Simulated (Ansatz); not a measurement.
Process, species as SMILES: F[As](F)F → F[As](F)F as triplet, charge 0 (to the triplet)

Wanted: adiabatic triplet-singlet gap, E(triplet) - E(singlet) (0 K, with zero-point energies), in eV. Set-up: UHF or UKS for open shells; valence correlation only (noble-gas shells and the d and f shells of earlier blocks); spin-orbit terms left out; dispersion terms only where a functional's name holds one; 6-31G* and kin with 6d, 5d where marked; LANL2DZ with its own core potentials from Na on; non-relativistic. Ab initio and DFT rows: single points at B3LYP-D3(BJ) geometries (Ansatz, a first-principles code), with unscaled harmonic terms from B3LYP/6-31G* (LANL2DZ past Ar) at its own minima. Levels can end on unlike triplets.

| level | program | adiabatic triplet-singlet gap, E(triplet) - E(singlet) (0 K, with zero-point energies) (eV) |
|---|---|---|
| HF/LANL2DZ | Ansatz | 2.93 |
| HF/6-31G* with LANL2DZ past Ar | Ansatz | 3.46 |
| SVWN5/6-31G* with LANL2DZ past Ar | Ansatz | 3.60 |
| PBE/def2-SVP | Ansatz | 3.50 |
| PBE/6-31G* with LANL2DZ past Ar | Ansatz | 3.40 |
| BLYP/6-31G* | Ansatz | 3.56 |
| B3LYP/6-31G* | Ansatz | 3.68 |
| wB97M-V/def2-TZVPD | Ansatz | 3.91 |
| B2PLYP-D3(BJ)/def2-TZVPD | Ansatz + dftd3 | 3.82 |

No value to compare with is used here. The 7 habitual levels span 2.93 (HF/LANL2DZ) to 3.68 eV (B3LYP/6-31G*); wB97M-V/def2-TZVPD gives 3.91.

The levels are drawn from those run, B3LYP/6-31G* more often than the rest, none by its result; runs whose electronic state is in doubt are left out.
